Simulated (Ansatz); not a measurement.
Ideal-gas functions of H4PSSbSi, SMILES `S[SiH]1[PH][SbH]1` at 298.15 K and 1 bar, from an Ansatz frequency run at PBE0-D4/def2-TZVP.

Molar mass 216.92 g/mol, point group C1 (symmetry number 1), electronic degeneracy 1, moments of inertia 170.863, 512.408, 623.5 u Å². Harmonic wavenumbers (cm⁻¹, unscaled): 101, 133, 179, 268, 300, 424, 459, 490, 565, 582, 658, 731, 751, 771, 1959, 2230, 2386, 2702.

Use S(trans) = R[1.5 ln M + 2.5 ln T − 1.1517]; rotational temperatures θ = 24.2544 K / I; S(rot) = R[ln(√π/σ · √(T³/θAθBθC)) + 1.5]; for each mode x = 1.438777 ν̃/T, S = R[x/(eˣ − 1) − ln(1 − e⁻ˣ)] and H = RT x/(eˣ − 1); 1 cm⁻¹ = 0.0119627 kJ/mol; R = 8.31446 J/(mol·K).

Task: By hand: the entropy, in J/(mol·K).

Result: Translation 175.9. Rotation: θ = 0.142, 0.0473, 0.0389 K, giving 122.6. Vibration, mode by mode: 14.37, 12.14, 9.79, 6.73, 5.93, 3.68, 3.22, 2.86, 2.15, 2.02, 1.51, 1.14, 1.05, 0.97, 0.01, 0.00, 0.00, 0.00, in all 67.6. Electronic 0.0. Sum 366.1 J/(mol·K).

Task: By hand: H − E and G − E in kJ/mol, counted from the electronic energy.

Result: Zero-point energy ½ × 15689 × 0.0119627 = 93.8; thermal vibration 11.6; translation, rotation and pV give 4 RT = 9.9. H − E = 115.3 kJ/mol, and G − E = 115.3 − 298.15 × 366.1/1000 = 6.1 kJ/mol.

Vibration gives 18 % of the entropy, 26.5 J/(mol·K) of it from the modes under 150 cm⁻¹: soft modes count most, and the harmonic formula is weakest for them. The sum counts one conformer and one mirror image; others add a mixing term.
